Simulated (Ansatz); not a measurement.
Cost and result for the atomization energy of `FC[SiH2][GaH2]` (10 atoms, 9 bonds).

| atom | x (Å) | y (Å) | z (Å) |
| --- | --- | --- | --- |
| F1 | 0.464 | -0.728 | -1.340 |
| C2 | -0.470 | 0.348 | -1.223 |
| Si3 | -0.569 | 0.725 | 0.655 |
| Ga4 | 1.051 | -1.017 | 1.048 |
| H5 | -1.402 | -0.007 | -1.667 |
| H6 | -0.073 | 1.164 | -1.830 |
| H7 | -0.190 | 2.144 | 0.902 |
| H8 | -1.969 | 0.542 | 1.131 |
| H9 | 0.573 | -2.491 | 1.302 |
| H10 | 2.585 | -0.681 | 1.023 |

Charge 0, multiplicity 1. Correlated methods include outer-core shells of Ga, which these sets cover unevenly. Scalar relativity is left out up to krypton. The structure was optimised at the PBE0-D4/def2-TZVP level. It is one conformer, not always the lowest. Program: Ansatz. All runs use 4 threads of an Intel Xeon 6985P-C on a shared host. Times are those of one run each, without the atoms' runs, and a repeat can differ threefold. Electronic energies, without spin–orbit coupling; frozen cores. CCSD(T)/CBS adds CCSD(T) − MP2 in def2-TZVPP to the MP2 limit, and its time is that of the two runs behind it. T1 = 0.013. With those shells the extrapolation isn't a true limit. B3LYP takes the VWN-RPA correlation (the form of Gaussian; ORCA's B3LYP/G). HSE06 is the plane-wave form, built on full-range PBE exchange.

CCSD(T)/CBS is a level of theory with its own doubt, some kJ/mol a heavy atom from the limit and from the frozen cores, so smaller differences don't rank the functionals.

```csv
level,functions,wall time
BLYP-D4/def2-TZVPP,236,1 s
BHLYP-D4/def2-TZVPP,236,1.6 s
HSE06-D4/def2-TZVPP,236,1.8 s
CAM-B3LYP-D4/def2-TZVPP,236,1.9 s
r2SCANh-D4/def2-TZVPP,236,2.2 s
B3LYP-D4/def2-TZVPP (with forces),236,2.3 s
B2PLYP/def2-TZVPP,236,2.6 s
CCSD(T)/def2-SVP,108,2.6 s
PBE-QIDH/def2-TZVPP,236,2.7 s
B97M-V/def2-TZVPP,236,3.5 s
MP2/def2-QZVPP,453,11 s
CCSD(T)/def2-TZVPP,236,30 s
CCSD(T)/CBS(def2),–,41 s
```

Problem. What atomization energy does each give, and how far from CCSD(T)/CBS? (Best estimate.)

Solution. The calculation gave: 
| level | atomization (kJ/mol) | difference from CCSD(T)/CBS | per bond |
| --- | --- | --- | --- |
| BLYP-D4/def2-TZVPP | 2968.5 | -40.6 | -4.5 |
| BHLYP-D4/def2-TZVPP | 2929.1 | -80.0 | -8.9 |
| HSE06-D4/def2-TZVPP | 2982.9 | -26.2 | -2.9 |
| CAM-B3LYP-D4/def2-TZVPP | 3013.6 | 4.5 | 0.5 |
| r2SCANh-D4/def2-TZVPP | 2996.9 | -12.2 | -1.4 |
| B3LYP-D4/def2-TZVPP (with forces) | 2988.9 | -20.2 | -2.2 |
| B2PLYP/def2-TZVPP | 2957.0 | -52.1 | -5.8 |
| CCSD(T)/def2-SVP | 2838.8 | -170.3 | -18.9 |
| PBE-QIDH/def2-TZVPP | 2975.2 | -33.9 | -3.8 |
| B97M-V/def2-TZVPP | 3024.8 | 15.7 | 1.7 |
| MP2/def2-QZVPP | 2990.7 | -18.4 | -2.0 |
| CCSD(T)/def2-TZVPP | 2945.0 | -64.1 | -7.1 |
| CCSD(T)/CBS(def2) | 3009.1 | 0.0 | 0.0 |

In def2-TZVPP, CCSD(T) changes the Hartree–Fock value by +737.1 kJ/mol (the triples alone add +36.4 kJ/mol) and MP2 by +744.9 kJ/mol; breaking electron pairs costs correlation energy, which Hartree–Fock lacks. At CCSD(T), def2-SVP lies −170.3 kJ/mol from the extrapolated value and def2-TZVPP −64.2 kJ/mol: correlation converges slowly with the basis, and small sets miss more of it in the bonded molecule than in its fragments. From PBE to PBE0 (25 % exact exchange), in def2-TZVPP and without D4, the atomization energy moves by −30.6 kJ/mol: exact exchange takes away binding that semilocal exchange gives to molecules.
